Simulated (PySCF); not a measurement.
# Dipole response of Li (lithium, neutral)

[He] 2s1, 2S determinant. All numbers are calculated (PySCF 2.14, no relativity, point nucleus, in dyall-acv3z). Coupled (time-dependent) response in atomic units; α is the mean over directions.

```
method  mean α (bohr³)  C₆ (like pair)  S(−4)
   UHF           170.0            1477  37250
   PBE           142.1            1128  26180
  PBE0           146.8            1185  27930
revPBE           142.5            1137  26160
```

S(−4) is the Cauchy moment in α(ω) = α(0) + S(−4) ω² + …

Reference α: 164.1 bohr³ (recommended; Schwerdtfeger and Nagle, table of static dipole polarizabilities (2023 update)). Published C₆: 1392 (Chu and Dalgarno (2004); Tang, Norbeck and Certain (1976)).

α(iu) at revPBE:

```csv
u (hartree),α(iu) (bohr³)
0,142.5
0.0500,97.85
0.100,50.90
0.200,18.00
0.300,8.949
0.500,3.618
0.750,1.782
1.00,1.099
1.50,0.5752
2.00,0.3707
3.00,0.2003
5.00,0.08868
```
